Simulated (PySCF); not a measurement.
B(F)(H)(NCO) (CHBFNO), SMILES O=C=NBF. Atoms are numbered in the order given.

```xyz
6

B     -0.4988    -1.2531     0.0000
F      0.3890    -2.2330     0.0000
H     -1.6707    -1.5262     0.0000
N     -0.0363     0.0840     0.0000
C      0.0119     1.2852     0.0000
O      0.1058     2.4487     0.0000
```

Geometry: B3LYP-D3(BJ)/def2-SVP. Other conformers were not sampled.

Method: PBE0/pcJ-1 (PySCF).

Isotropic couplings with Fermi-contact, spin-dipole and both spin-orbit terms, one fixed conformer, no vibrational averaging. Isotopes: 11B, 13C, 14N, 19F, 1H.

| pair | bonds apart | J (Hz) |
|---|---|---|
| B1–F2 | 1 | (withheld) |
| B1–H3 | 1 | 188.5 |
| B1–N4 | 1 | 34.3 |
| N4–C5 | 1 | 45.5 |
| B1–C5 | 2 | 22.5 |
| F2–H3 | 2 | (withheld) |
| F2–N4 | 2 | (withheld) |
| H3–N4 | 2 | 8.2 |
| F2–C5 | 3 | (withheld) |
| H3–C5 | 3 | 1.3 |

**Question.** Fill in the missing entries. (An estimate is asked for; the answer gives what the named calculation found.)

**Answer.** 
- B1–F2, J (Hz): -141.9
- F2–H3, J (Hz): 86.9
- F2–N4, J (Hz): 12.3
- F2–C5, J (Hz): 7.7
